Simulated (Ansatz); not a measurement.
Input file for Ansatz (a quantum-chemistry and plane-wave program): U-CAM-B3LYP/def2-TZVPP on AlB-, 2S+1 = 4, a spin state set in the input, which need not be the lowest, a point of a bond scan (R = 2.079 Å). Charge -1.

Ansatz 0.2 input:
```yaml
crystal:
  periodic: [false, false, false]
  atoms:
    - {symbol: B, position_ang: [0.00000000, 0.00000000, 0.00000000]}
    - {symbol: Al, position_ang: [0.00000000, 0.00000000, 2.07910400]}
basis:
  gaussian:
    orbitals: def2-TZVPP
    pivot_positions_ang: [[0.00000000, 0.00000000, 0.00000000], [0.00000000, 0.00000000, 2.07910400]]
hamiltonian:
  xc: {name: CAM-B3LYP}
total_charge: -1
magnetization: {spin_polarized: true, initial_magnetization: 3}
output: {forces: true, orbitals: {seedname: ./end}}
```

Task: What total energy does the run end on?

Result: -267.1303 hartree.
